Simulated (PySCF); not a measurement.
B(Cl)(GeH3)(H), SMILES Cl[BH][GeH3], B3LYP/def2-SVP optimised geometry.

```
7

B      0.71     0.53     0.00
Cl    -0.07     2.10     0.00
Ge    -0.38    -1.24     0.00
H     -0.02    -2.08     1.25
H     -1.91    -1.02    -0.01
H      0.00    -2.10    -1.23
H      1.91     0.53     0.00
```

Density from PySCF with B3LYP/def2-TZVP at that geometry.

Minimum of the electron density along straight lines between bonded atoms, close to the bond critical point (lines longer than 1.1 times the sum of covalent radii, or with two minima, are not listed):

```
bond    length / Å  ρ at the minimum / e bohr⁻³  ∇²ρ there / e bohr⁻⁵  position (fraction from the first atom)
------  ----------  ---------------------------  --------------------  ---------------------------------------
B1–Cl2       1.751                          ___                   ___                                     0.30
B1–Ge3       2.077                        0.113                 -0.11                                     0.51
Ge3–H4       1.547                        0.129                  0.06                                     0.59
Ge3–H5       1.543                        0.131                  0.06                                     0.59
Ge3–H6       1.547                        0.129                  0.06                                     0.59
B1–H7        1.204                          ___                 -0.48                                     0.44
```

### Question
Complete the blanks.

### Answer

- B1–Cl2, ρ at the minimum / e bohr⁻³: 0.149
- B1–Cl2, ∇²ρ there / e bohr⁻⁵: 0.02
- B1–H7, ρ at the minimum / e bohr⁻³: 0.189
